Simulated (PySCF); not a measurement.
# Atomic charges against the basis set

Compound: C2H6BFN2.
Geometry (PBE0-D3(BJ)/def2-SVP, Å), atoms numbered from 1 in this order:
```xyz
12
C2H6BFN2 angstrom
C     -1.0101    0.8847   -0.2055
N     -0.5672   -0.1264    0.7632
B      0.9253   -0.7505    0.5097
F      1.0695   -1.7054    1.5018
C      1.8991    0.5032    0.6714
N      2.5262    1.4743    0.7682
H     -2.0272    1.2340    0.0176
H     -0.9798    0.4459   -1.2106
H     -0.3106    1.7297   -0.1739
H     -1.2025   -0.9276    0.7755
H     -0.5737    0.2546    1.7134
H      0.9135   -1.1898   -0.6324
```

PBE0 throughout (PySCF), one geometry, spherical d and f functions. Isolated species at its PBE0-D3(BJ)/def2-SVP geometry (one conformer only). Atoms taken as equivalent share a column and are averaged. The first 7 of 10 kinds of atom are listed.

Mulliken charges (e):

| basis | functions | C1 | N2 | B3 | F4 | C5 | N6 | H7/H8/H9 |
| --- | --- | --- | --- | --- | --- | --- | --- | --- |
| STO-3G | 36 | -0.153 | -0.335 | +0.216 | -0.189 | -0.074 | -0.256 | +0.121 |
| 6-31G | 66 | -0.369 | -0.796 | +0.562 | -0.380 | -0.060 | -0.320 | +0.223 |
| pcSseg-0 | 66 | -0.473 | -0.855 | +0.670 | -0.372 | -0.167 | -0.401 | +0.279 |
| 6-31G* | 96 | -0.422 | -0.730 | +0.420 | -0.349 | +0.033 | -0.349 | +0.228 |
| cc-pVDZ | 114 | -0.042 | -0.016 | +0.140 | -0.197 | -0.131 | -0.170 | +0.088 |
| def2-SVP | 114 | -0.008 | -0.129 | +0.108 | -0.206 | -0.181 | -0.094 | +0.088 |
| aug-cc-pVDZ | 192 | +0.874 | -0.140 | -0.036 | -0.519 | +0.080 | -0.484 | -0.159 |
| 6-311+G(2d,p) | 198 | -0.394 | -0.504 | +0.550 | -0.439 | -0.058 | -0.353 | +0.182 |
| def2-TZVP | 222 | -0.323 | -0.224 | +0.131 | -0.309 | -0.238 | -0.053 | +0.167 |
| cc-pVTZ | 264 | -0.221 | +0.057 | +0.151 | -0.270 | -0.191 | -0.121 | +0.129 |
| IGLO-III | 270 | -0.300 | -0.418 | +0.528 | -0.425 | -0.059 | -0.335 | +0.157 |

IAO charges (e):

```tsv
basis	functions	C1	N2	B3	F4	C5	N6	H7/H8/H9
STO-3G	36	-0.300	-0.256	+0.071	-0.239	-0.061	-0.204	+0.163
6-31G	66	-0.341	-0.315	+0.177	-0.386	-0.006	-0.246	+0.178
pcSseg-0	66	-0.320	-0.311	+0.163	-0.372	-0.001	-0.245	+0.174
6-31G*	96	-0.318	-0.304	+0.201	-0.388	-0.003	-0.254	+0.170
cc-pVDZ	114	-0.316	-0.298	+0.188	-0.390	-0.005	-0.246	+0.169
def2-SVP	114	-0.305	-0.292	+0.186	-0.389	-0.003	-0.245	+0.166
aug-cc-pVDZ	192	-0.326	-0.306	+0.191	-0.401	+0.008	-0.261	+0.173
6-311+G(2d,p)	198	-0.328	-0.311	+0.195	-0.402	+0.007	-0.261	+0.174
def2-TZVP	222	-0.327	-0.312	+0.200	-0.403	+0.005	-0.260	+0.174
cc-pVTZ	264	-0.328	-0.312	+0.199	-0.401	+0.003	-0.257	+0.174
IGLO-III	270	-0.328	-0.312	+0.198	-0.403	+0.007	-0.262	+0.174
```

Hirshfeld charges (e):

```
        basis  functions      C1      N2      B3      F4      C5      N6  H7/H8/H9
       STO-3G         36  +0.043  +0.020  +0.088  -0.152  -0.072  -0.227    +0.042
        6-31G         66  -0.023  -0.017  +0.097  -0.207  -0.028  -0.242    +0.061
     pcSseg-0         66  -0.022  -0.008  +0.089  -0.199  -0.029  -0.233    +0.060
       6-31G*         96  -0.024  -0.019  +0.093  -0.195  -0.019  -0.253    +0.061
      cc-pVDZ        114  -0.031  -0.029  +0.089  -0.188  -0.029  -0.236    +0.062
     def2-SVP        114  -0.034  -0.029  +0.088  -0.193  -0.021  -0.241    +0.063
  aug-cc-pVDZ        192  -0.042  -0.060  +0.110  -0.201  -0.018  -0.247    +0.067
6-311+G(2d,p)        198  -0.033  -0.057  +0.113  -0.207  -0.019  -0.250    +0.066
    def2-TZVP        222  -0.037  -0.054  +0.107  -0.203  -0.018  -0.248    +0.066
      cc-pVTZ        264  -0.039  -0.052  +0.104  -0.199  -0.018  -0.246    +0.066
     IGLO-III        270  -0.042  -0.060  +0.109  -0.202  -0.017  -0.248    +0.068
```

ESP-fitted charges (e):

```json
{"basis": "STO-3G", "functions": "36", "C1": "-0.438", "N2": "+0.084", "B3": "-0.028", "F4": "-0.199", "C5": "+0.231", "N6": "-0.434", "H7/H8/H9": "+0.159"}
{"basis": "6-31G", "functions": "66", "C1": "-0.316", "N2": "-0.220", "B3": "+0.315", "F4": "-0.388", "C5": "+0.247", "N6": "-0.483", "H7/H8/H9": "+0.143"}
{"basis": "pcSseg-0", "functions": "66", "C1": "-0.361", "N2": "-0.197", "B3": "+0.332", "F4": "-0.383", "C5": "+0.245", "N6": "-0.489", "H7/H8/H9": "+0.157"}
{"basis": "6-31G*", "functions": "96", "C1": "-0.285", "N2": "-0.227", "B3": "+0.235", "F4": "-0.308", "C5": "+0.205", "N6": "-0.449", "H7/H8/H9": "+0.136"}
{"basis": "cc-pVDZ", "functions": "114", "C1": "-0.245", "N2": "-0.242", "B3": "+0.249", "F4": "-0.321", "C5": "+0.177", "N6": "-0.424", "H7/H8/H9": "+0.127"}
{"basis": "def2-SVP", "functions": "114", "C1": "-0.243", "N2": "-0.226", "B3": "+0.255", "F4": "-0.332", "C5": "+0.193", "N6": "-0.438", "H7/H8/H9": "+0.125"}
{"basis": "aug-cc-pVDZ", "functions": "192", "C1": "-0.262", "N2": "-0.308", "B3": "+0.370", "F4": "-0.368", "C5": "+0.200", "N6": "-0.463", "H7/H8/H9": "+0.133"}
{"basis": "6-311+G(2d,p)", "functions": "198", "C1": "-0.287", "N2": "-0.309", "B3": "+0.386", "F4": "-0.377", "C5": "+0.183", "N6": "-0.456", "H7/H8/H9": "+0.140"}
{"basis": "def2-TZVP", "functions": "222", "C1": "-0.278", "N2": "-0.287", "B3": "+0.366", "F4": "-0.367", "C5": "+0.183", "N6": "-0.453", "H7/H8/H9": "+0.136"}
{"basis": "cc-pVTZ", "functions": "264", "C1": "-0.269", "N2": "-0.303", "B3": "+0.355", "F4": "-0.357", "C5": "+0.176", "N6": "-0.444", "H7/H8/H9": "+0.135"}
{"basis": "IGLO-III", "functions": "270", "C1": "-0.266", "N2": "-0.306", "B3": "+0.378", "F4": "-0.369", "C5": "+0.185", "N6": "-0.457", "H7/H8/H9": "+0.134"}
```

Some averages cover members that differ in this geometry, most widely: H7/H8/H9, Mulliken in aug-cc-pVDZ -0.220 to -0.127; H7/H8/H9, Mulliken in 6-31G* +0.204 to +0.250; H7/H8/H9, Mulliken in 6-31G +0.198 to +0.244; H7/H8/H9, Mulliken in 6-311+G(2d,p) +0.161 to +0.203 e.

Question: Which scheme is steadiest as the basis changes?

Answer: Largest range over the bases for any column: Hirshfeld 0.08 e, IAO 0.16 e, ESP-fitted 0.41 e, Mulliken 1.35 e. Hirshfeld charges move least and Mulliken charges most, counted in e. Without the minimal STO-3G basis the ranges are Hirshfeld 0.05, IAO 0.04, ESP-fitted 0.15, Mulliken 1.35 e.

Question: How much do the charges still move between the two largest bases, cc-pVTZ and IGLO-III?

Answer: At most, over all atoms: Mulliken 0.475 e, IAO 0.005 e, Hirshfeld 0.009 e, ESP-fitted 0.023 e.

Question: What do the same runs give for the total energy, the frontier levels and the dipole moment?

Answer: 
| basis | energy (Eh) | HOMO (eV) | LUMO (eV) | μ (D) |
| --- | --- | --- | --- | --- |
| STO-3G | -309.6082 | -4.23 | 5.20 | 7.22 |
| 6-31G | -313.6496 | -8.33 | 0.59 | 7.45 |
| pcSseg-0 | -313.0326 | -8.49 | 0.38 | 7.56 |
| 6-31G* | -313.7263 | -8.22 | 0.70 | 7.20 |
| cc-pVDZ | -313.7531 | -8.31 | 0.30 | 7.17 |
| def2-SVP | -313.5027 | -8.39 | 0.28 | 7.26 |
| aug-cc-pVDZ | -313.7760 | -8.60 | -0.90 | 7.20 |
| 6-311+G(2d,p) | -313.8354 | -8.63 | -0.78 | 7.26 |
| def2-TZVP | -313.8618 | -8.58 | -0.24 | 7.23 |
| cc-pVTZ | -313.8512 | -8.54 | -0.18 | 7.18 |
| IGLO-III | -313.8702 | -8.62 | -0.53 | 7.22 |

The dipole is fixed by the density alone, so its range of 0.39 D shows that the density itself changes with the basis, not only its division among atoms.
